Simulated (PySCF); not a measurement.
F₄H₂Si₂. Atoms are numbered in the order given.

```xyz
8

Si     0.6037    -1.4920     0.0000
F     -0.7619    -2.3795     0.0000
Si    -0.0167     0.7432     0.0000
F     -0.8821     1.1392     1.2969
F     -0.8821     1.1392    -1.2969
F      1.3042     1.6656     0.0000
H      1.3889    -1.7984     1.2225
H      1.3889    -1.7984    -1.2225
```
Charge 0, spin multiplicity 1.

Geometry optimised at ωB97X-D3(BJ)/def2-SVP. The values are those of a single conformer.

Method: PySCF with PBE/def2-TZVP.

ESP charges are fitted to the potential on shells at 1.4 to 2.0 van der Waals radii. Atomic charges (e):

```tsv
atom	ESP fit	Löwdin
Si1	0.21	[?]
F2	-0.18	0.00
Si3	0.61	[?]
F4	-0.21	[?]
F5	-0.21	[?]
F6	-0.22	[?]
H7	0.00	-0.02
H8	0.00	-0.02
```

Problem. Complete the blanks. (An estimate is asked for; the answer gives what the named calculation found.)

Solution. 
- Si1, Löwdin: 0.10
- Si3, Löwdin: -0.20
- F4, Löwdin: 0.05
- F5, Löwdin: 0.05
- F6, Löwdin: 0.04

Problem. Give the Mayer and Wiberg (Löwdin basis) orders of the bonds. (The exact figures need the calculation; the answer reports its results.)

Solution. 
| bond | Mayer | Wiberg |
|---|---|---|
| Si1–F2 | 1.12 | 1.74 |
| Si1–Si3 | 0.91 | 1.04 |
| Si3–F4 | 1.17 | 1.76 |
| Si3–F5 | 1.17 | 1.76 |
| Si3–F6 | 1.16 | 1.75 |
| Si1–H7 | 0.91 | 0.94 |
| Si1–H8 | 0.91 | 0.94 |
